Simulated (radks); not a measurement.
Problem. Valence configurations of Sm II (all share [Xe]). All-electron calculation, Dirac Kohn-Sham, PBE, spin-unpolarised, spherical densities, finite nucleus; open shells fill j = l - 1/2 first; Fermi nuclear charge, rms radius 5.0819 fm. Program: a radial shooting solver on a logarithmic mesh with Libxc functionals. Order these by energy: 4f4.5 6s1.5 6p1; 4f7; 4f5.5 5d0.5 6s1; 4f6 6s1; 4f5 5d1 6s1; 4f6 6s0.5 6p0.5; 4f5 6s1 6p1; 4f6 5d1; 4f4.5 6s0.5 6p2; 4f6.5 6s0.5.

Solution. From the lowest, in eV above it: 4f6 6s1 0.000; 4f6.5 6s0.5 0.758; 4f5.5 5d0.5 6s1 1.159; 4f6 5d1 1.294; 4f6 6s0.5 6p0.5 1.445; 4f7 2.506; 4f5 5d1 6s1 3.390; 4f5 6s1 6p1 6.691; 4f4.5 6s1.5 6p1 11.234; 4f4.5 6s0.5 6p2 14.903. NIST lists [Xe] 4f6 6s1 as the ground configuration; this level of theory agrees among the configurations tried. The energies are those of spherical spin-averaged densities, not of single terms.
